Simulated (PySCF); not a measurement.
C5H4O2, SMILES C=C=C1OCC1=O. Atoms are numbered in the order given.

```xyz
11

C     -0.1670    -2.8377     0.0000
C      0.0851    -1.5567     0.0000
C      0.2609    -0.2554     0.0000
O      1.4189     0.5009     0.0000
C      0.7025     1.7499     0.0000
C     -0.6121     0.9631     0.0000
O     -1.7757     1.2145     0.0000
H     -0.2757    -3.3994    -0.9358
H     -0.2757    -3.3994     0.9358
H      0.8948     2.3484    -0.9049
H      0.8948     2.3484     0.9049
```
Charge 0, spin multiplicity 1.

Coordinates come from a PBE0-D3(BJ)/def2-SVP optimisation. This is a generated structure with no PubChem entry under its InChIKey; it may be hypothetical.

Calculation: PBE/pcSseg-1 (PySCF).

GIAO shieldings, no solvent; atoms alike by connectivity are averaged. δ = σ(ref) − σ: ¹³C against TMS (σ = 182.0 ppm); ¹⁷O against H2O (σ = 334.3 ppm); ¹H against TMS (σ = 31.49 ppm), references at their B3LYP-D3(BJ)/def2-TZVP geometries, non-relativistic.

```
nucleus     atoms  count  δ (ppm)
-------  --------  -----  -------
¹³C            C2      1    206.7
¹³C            C6      1    190.8
¹³C            C3      1    150.3
¹³C            C1      1     98.4
¹³C            C5      1     94.7
¹⁷O            O7      1    603.3
¹⁷O            O4      1     97.0
¹H         H8, H9      2     6.35
¹H       H10, H11      2     5.33
```
